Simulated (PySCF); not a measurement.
## [LaF4]− relaxed at several levels

Computed with PySCF 2.14.0, PBE0, def2-SVP on the ligands, density fitting, scalar-relativistic core potentials, no spin-orbit coupling, vacuum. Each row is relaxed at its own level from the same template. Distances are means of the shortest metal–ligand contacts, charges and spins Mulliken's; removal energies are rigid, with the ligand's formal charge and no counterpoise, so too large; for an anion taken off a cation in vacuum most of it is the attraction of opposite charges, and multiply charged cations can part far more cheaply with an electron moved from ligand to metal. lcecp potentials hold a fixed number of 4f electrons in the core, out of states, spins and gaps.

| level | basis on the metal | point group | M–F (Å) | charge on M (e) | HOMO–LUMO gap (eV) | removal of one F (eV) | strongest infrared band, degenerate modes summed (cm⁻¹) | unstable modes (below −25 cm⁻¹) |
| --- | --- | --- | --- | --- | --- | --- | --- | --- |
| PBE0 | lcecp-1-SVP with ECP46 | Td | 2.196 | 1.14 | – | 6.28 | 486 | 0 |

**Question.** What does the calculation give for PBE0, def2-SVP with ECP46?

**Answer.** point group: Td, M–F (Å): 2.209, charge on M (e): 1.05, HOMO–LUMO gap (eV): 8.02, removal of one F (eV): 6.27, strongest infrared band, degenerate modes summed (cm⁻¹): 499, unstable modes (below −25 cm⁻¹): 0.
```xyz
5

La    0.0000    0.0000    0.0000
F     1.2753    1.2753    1.2753
F    -1.2753   -1.2753    1.2753
F     1.2753   -1.2753   -1.2753
F    -1.2753    1.2753   -1.2753
```

One start shape was tried for each, so a minimum needn't be the lowest isomer.
